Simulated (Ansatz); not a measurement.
**A geometry optimisation of FSbSi with B3LYP-D4/def2-TZVP**

The starting geometry of this gas-phase singlet was optimised with GFN2-xTB.

```yaml
atoms:
  - { symbol: F, position_ang: [-0.8700, 0.8250, -0.8936] }
  - { symbol: Sb, position_ang: [-0.2500, -1.1727, -1.1464] }
  - { symbol: Si, position_ang: [1.6459, 0.0476, -0.1260] }
```

Question: Predict what becomes of its bonds when it is optimised with B3LYP-D4/def2-TZVP.

Answer: A new bond forms, giving a structure given below by its coordinates. Distances that change by over a tenth: F1–Sb2 (2.11 → 2.44 Å). Contacts that close: F1–Si3 (2.74 → 1.73 Å).

The energy falls by 0.68 eV over 9 steps:

```tsv
step	E − E(last) (eV)
1	0.676
2	0.491
3	0.294
4	0.157
5	0.055
6	0.001
7	0.000
8	0.000
9	0.000
```

Final geometry (Å):

```xyz
3

F    -0.3646    0.9090   -0.6806
Sb   -0.2902   -1.4637   -1.2329
Si    1.1806    0.2546   -0.2524
```

Frequencies at the end are all real (lowest 137 cm⁻¹). Atoms past krypton carry core potentials, without spin–orbit terms. Run with Ansatz 0.2.0, 12 s on 2 threads of Intel(R) Xeon(R) 6975P-C (Granite Rapids), with other jobs on the host.
